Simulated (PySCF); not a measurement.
HNSi, SMILES N#[SiH].

Coordinates come from a B3LYP-D3(BJ)/def2-TZVPD optimisation.

Two levels are set side by side: TDDFT-PBE/def2-TZVPD (PySCF) and ADC(2)/aug-cc-pVDZ (PySCF). Vertical, same geometry; the bases differ. Differences are taken from unrounded values.

```tsv
quantity	ADC(2)	TDDFT-PBE	TDDFT-PBE minus ADC(2)
lowest singlet excitation (eV)	4.23	3.91	-0.31
```

Functionals without exact exchange tend to place singlet excitations lower, as here. Differences between two approximate levels are no errors against the true value.

Rough cost on one machine, each run with all the roots and properties that it gave: ADC(2) against TDDFT-PBE about 2 times.
